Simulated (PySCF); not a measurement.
C10H7FS, SMILES c1cc(-c2c(cccc2)F)sc1, GFN2-xTB optimised geometry.

```
19

F     -2.32    -0.61     0.00
C     -1.63     0.56     0.00
C     -2.37     1.72     0.00
C     -1.73     2.95     0.00
C     -0.34     2.99     0.00
C      0.39     1.82     0.00
C     -0.23     0.56     0.00
C      0.57    -0.65     0.00
C      0.18    -1.96     0.00
C      1.26    -2.87     0.00
C      2.47    -2.24     0.00
S      2.31    -0.54     0.00
H     -3.45     1.65     0.00
H     -2.30     3.86     0.00
H      0.17     3.94     0.00
H      1.46     1.86     0.00
H     -0.84    -2.29     0.00
H      1.14    -3.94     0.00
H      3.45    -2.68     0.00
```

Density from PySCF with PBE0/def2-SVP at that geometry.

Minimum of the electron density along straight lines between bonded atoms, close to the bond critical point (lines longer than 1.1 times the sum of covalent radii, or with two minima, are not listed):

```csv
bond,length / Å,ρ at the minimum / e bohr⁻³,∇²ρ there / e bohr⁻⁵,position (fraction from the first atom)
F1–C2,1.352,0.250,?,0.67
C2–C3,1.381,0.318,-0.84,0.52
C3–C4,1.383,0.311,-0.79,0.50
C4–C5,1.385,0.311,-0.80,0.50
C5–C6,1.380,0.314,-0.81,0.50
C2–C7,1.399,0.307,-0.78,0.52
C6–C7,1.399,0.303,-0.75,0.49
C7–C8,1.449,0.276,-0.67,0.50
C8–C9,1.370,0.317,-0.79,0.52
C9–C10,1.408,0.299,-0.74,0.50
C10–C11,1.358,0.323,-0.82,0.49
C8–S12,1.747,0.206,?,0.46
C11–S12,1.714,0.218,?,0.47
C3–H13,1.079,0.283,-1.08,0.64
C4–H14,1.079,0.284,-1.09,0.63
C5–H15,1.079,0.284,-1.08,0.63
C6–H16,1.080,0.284,-1.08,0.63
C9–H17,1.073,0.287,-1.13,0.64
C10–H18,1.075,0.284,-1.09,0.63
C11–H19,1.072,0.286,-1.12,0.64
```

Q: Complete the blanks.

A: 
- F1–C2, ∇²ρ there / e bohr⁻⁵: 0.13
- C8–S12, ∇²ρ there / e bohr⁻⁵: -0.41
- C11–S12, ∇²ρ there / e bohr⁻⁵: -0.48
